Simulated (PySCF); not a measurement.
Compound: C₄H₁₀OSi.
Atom-mapped SMILES: `[CH2:1]=[CH:2][CH2:3][CH2:4][O:5][SiH3:6]` (hydrogens: H7, H8 on C1; H9 on C2; H10, H11 on C3; H12, H13 on C4; H14, H15, H16 on Si6)

Structure used (GFN2-xTB), in Å, numbered top down from 1:
```xyz
16
C4H10OSi angstrom
C      2.7708   -0.8044    0.2935
C      1.5515   -0.6980   -0.1979
C      0.9403    0.5791   -0.6794
C     -0.3610    0.8817    0.0689
O     -1.3237   -0.0795   -0.2431
Si    -2.8254   -0.2670    0.3268
H      3.4267    0.0479    0.3703
H      3.1704   -1.7449    0.6320
H      0.9038   -1.5610   -0.2660
H      1.6320    1.4117   -0.5403
H      0.7039    0.4880   -1.7431
H     -0.7296    1.8754   -0.2167
H     -0.1742    0.8873    1.1504
H     -3.6541    0.9108    0.0467
H     -2.8264   -0.4754    1.7788
H     -3.2127   -1.4427   -0.4334
```

Method: TDDFT B3LYP/def2-SVPD, vertical, gas phase, core orbitals frozen in the response (PySCF).

Transition dipole moments from the ground state, in atomic units and in the frame of the coordinates above (overall signs are arbitrary), for the states with f of 0.002 or more among the lowest 7:

```csv
state,E (hartree),μx,μy,μz
S1,0.2405,-0.473,0.241,0.000
S2,0.2467,0.150,0.004,-0.062
S3,0.2622,0.322,-0.205,-0.210
S4,0.2644,-0.510,0.225,-0.289
S5,0.2689,0.726,-0.239,0.344
S6,0.2718,-0.308,-0.051,-0.015
S7,0.2733,-0.544,0.009,-0.333
```

(1) What oscillator strength does each state have?

(2) Which bond between heavy atoms lies closest to the direction of the S5 transition dipole?

(3) What angle do the transition dipoles of S3 and S4 make?

(4) How is the summed strength of these states shared among x, y and z?

(5) What peak molar absorption coefficient would the strongest computed level give as a lone Gaussian band 0.5 eV wide at half height?

## Answers

(1) f = (2/3) ΔE |μ|² with ΔE in hartree (27.2114 eV).

```
state  |μ|² (au)  |μ| (D)      f
   S1      0.282     1.35  0.045
   S2      0.026     0.41  0.004
   S3      0.190     1.11  0.033
   S4      0.394     1.60  0.070
   S5      0.703     2.13  0.126
   S6      0.098     0.79  0.018
   S7      0.407     1.62  0.074
```

(2) C1–C2, at 12° from it; next C2–C3 at 43°.

(3) |cos θ| = |μa·μb| / (|μa| |μb|) = 0.55, so θ ≈ 57° (taken between 0 and 90°, since the signs are arbitrary).

(4) (2/3) Σ ΔE μα² gives 0.269 for x, 0.036 for y and 0.065 for z, 0.370 in all.

(5) ε(max) = 2.175×10⁸ f / FWHM, with the width in cm⁻¹. S5: 2.175×10⁸ × 0.1260 / 4033 ≈ 6800 L mol⁻¹ cm⁻¹.

One conformer stands for the species.
